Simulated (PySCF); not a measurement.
SbO⁺: a composite coupled-cluster calculation

State: ¹Σ⁺, singlet, closed shell. De refers to Sb⁺ + O. RHF-based CCSD(T) in PySCF 2.14 with Sb cc-pwCVDZ-PP with ECP28, O aug-cc-pVDZ and Sb cc-pwCVTZ-PP with ECP28, O aug-cc-pVTZ (frozen core orbitals: 5; scalar-relativistic core potentials). Correlation energies are extrapolated as n⁻³ (n = 2, 3), Hartree–Fock as (n+1)·exp(−9√n). CV is the change on freezing 4 orbitals instead, in Sb cc-pwCVTZ-PP with ECP28, O cc-pwCVTZ.

| Level | Re (Å) | ωe (cm⁻¹) | ωexe (cm⁻¹) | αe (cm⁻¹) | De (eV) |
| --- | --- | --- | --- | --- | --- |
| CCSD(T)/DZ | 1.7949 | 873.9 | 4.48 | 0.00231 | 4.879 |
| CCSD(T)/TZ | 1.7739 | 915.6 | 4.41 | 0.00225 | 5.274 |
| HF/CBS | 1.7092 | 1135.3 | 3.25 | 0.00172 | 1.140 |
| MP2/CBS | 1.7911 | 853 | 0.958 | n/a | 6.107 |
| CCSD/CBS | 1.7460 | 1006.9 | 3.44 | 0.00191 | 4.754 |
| CCSD(T)/CBS | 1.7701 | 923.0 | 4.35 | 0.00223 | 5.391 |
| CCSD(T)/CBS+CV | 1.7695 | 923.1 | 4.35 | 0.00224 | 5.399 |

Q: How much is left between CCSD(T)/TZ and the basis-set limit, and how much do the triples give at the limit?

A: CCSD(T)/CBS less CCSD(T)/TZ: -3.8 mÅ in Re, +7.4 cm⁻¹ in ωe and +0.117 eV in De. CCSD(T)/CBS less CCSD/CBS: +24.1 mÅ in Re, -83.9 cm⁻¹ in ωe and +0.637 eV in De.

Q: What do the later terms add?

A: CV: -0.6 mÅ in Re, +0.1 cm⁻¹ in ωe and +0.008 eV in De, each against the row above.

The T1 diagnostic is 0.035, large enough to doubt a single reference. The open-shell atoms are computed with UHF. Spin–orbit coupling, excitations beyond (T) and corrections to the Born–Oppenheimer picture are left out, and spin–orbit coupling matters for open p, d or f shells this heavy.

The whole job (state search and all basis sets along the bond) took about 6.7 min on 4 threads of AMD EPYC 9R45 96-Core (shared host), peak memory 4.8 GiB.
